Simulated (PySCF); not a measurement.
This PySCF input asks for the NMR shieldings of `InChI=1S/C3H7B3O3/c1-3-6-8-4-7-5(2)9-6/h3-4H,1H2,2H3`; the geometry comes from GFN2-xTB.

```python
import basis_set_exchange as bse
import numpy as np
from pyscf import gto, dft
from pyscf.prop import nmr

atoms = """
C    -3.363537    0.007458    0.258205
C    -2.200782    0.634503    0.399154
B    -0.815791   -0.014076    0.064329
O    -0.736718   -1.300411   -0.408999
B     0.467826   -1.850107   -0.699763
O     1.607471   -1.133509   -0.524811
B     1.558132    0.152631   -0.051852
C     2.887154    0.997828    0.139512
O     0.339354    0.696916    0.238685
H    -4.309423    0.470889    0.492980
H    -3.401510   -1.006758   -0.104424
H    -2.201387    1.653808    0.765911
H     0.526261   -2.947686   -1.103413
H     2.832067    1.636318    1.016275
H     3.041657    1.650688   -0.716911
H     3.761627    0.360452    0.223711
"""
names = dict.fromkeys(["C", "B", "O", "H"], "pcSseg-1")
basis = {el: gto.basis.parse(bse.get_basis(n, elements=[el], fmt="nwchem")) for el, n in names.items()}
mol = gto.M(atom=atoms, basis=basis, charge=0, verbose=0)
mf = dft.RKS(mol, xc="PBE0")
mf.grids.level = 2
mf.grids.alignment = dft.numint.BLKSIZE   # the property module wants whole blocks of grid points
mf.conv_tol = 1e-9
mf.kernel()

calc = nmr.RKS(mf)   # GIAO
C = mf.mo_coeff
Co = C[:, mf.mo_occ > 0]
resp = mf.gen_response(singlet=True, hermi=2)
def vind(x):   # induced exchange potential for any number of trial vectors
    d = np.einsum("pi,xij,qj->xpq", C, 2 * x.reshape(-1, C.shape[1], Co.shape[1]), Co, optimize=True)
    return np.einsum("xpq,pi,qj->xij", resp(d - d.transpose(0, 2, 1)), C, Co, optimize=True).ravel()
mo1, _ = nmr.rhf.solve_mo1(calc, with_cphf=vind)
sigma = calc.kernel(mo1)
for i, s in enumerate(sigma):   # ppm
    w = np.linalg.eigvalsh((s + s.T) / 2)
    print("%2d %-2s iso %8.1f  s11 %8.1f  s22 %8.1f  s33 %8.1f" % (i, mol.atom_pure_symbol(i), w.mean(), *w))
```

Q: Give the expected output.

A: 
```
 0 C  iso     35.4  s11    -99.5  s22     35.3  s33    170.4
 1 C  iso     47.7  s11    -69.2  s22     41.6  s33    170.6
 2 B  iso     75.1  s11     58.6  s22     75.3  s33     91.4
 3 O  iso    135.2  s11    -45.0  s22    102.8  s33    347.9
 4 B  iso     74.6  s11     60.6  s22     68.5  s33     94.6
 5 O  iso    117.3  s11    -69.7  s22     94.4  s33    327.0
 6 B  iso     68.1  s11     35.1  s22     78.9  s33     90.3
 7 C  iso    186.4  s11    179.5  s22    181.6  s33    198.0
 8 O  iso    125.0  s11    -39.6  s22     93.4  s33    321.4
 9 H  iso     24.9  s11     21.7  s22     24.8  s33     28.3
10 H  iso     24.7  s11     20.9  s22     24.0  s33     29.2
11 H  iso     25.3  s11     23.0  s22     24.3  s33     28.7
12 H  iso     27.2  s11     23.6  s22     26.9  s33     31.2
13 H  iso     31.2  s11     26.8  s22     29.3  s33     37.5
14 H  iso     31.1  s11     27.6  s22     28.3  s33     37.4
15 H  iso     31.2  s11     26.7  s22     29.3  s33     37.7
```

These numbers come from an equivalent density-fitted implementation of the same equations, which agrees with the script to about 0.01 ppm for H and up to a few tenths of a ppm for heavy atoms, so last digits may differ.

Size and cost of the density-fitted run: 188 basis functions, 42 s wall time on 1 thread of an Arm Neoverse V1, shared host.
